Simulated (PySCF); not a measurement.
Ionisation energy of Ga by level of theory

Ga [Ar] 3d10 4s2 4p1 (2P) → Ga⁺ [Ar] 3d10 4s2 (1S), as a difference of total energies. Computed with PySCF 2.14 in x2c-TZVPall (6s5p4d1f, 48 functions), with scalar relativity by spin-free X2C-1e. Correlated levels: valence: [Ar] 3d10 frozen. The calculations carry no spin-orbit coupling.

```tsv
method	ionisation energy (eV)
UHF	5.516
MN15	5.986
MP2 (valence)	5.721
CCSD (valence)	5.780
CCSD(T) (valence)	5.803
```

Q: Estimate what SCS-MP2 (valence) gives.

A: 5.704 eV, closest to MP2 (valence) among the rows shown.

Q: Estimate what B3LYP gives.

A: 5.972 eV, closest to MN15 among the rows shown.

Errors of the correlated levels include the incompleteness of this basis and the frozen core.

For comparison: 5.931 eV (measured; NIST levels, between the centres of gravity of the two terms).
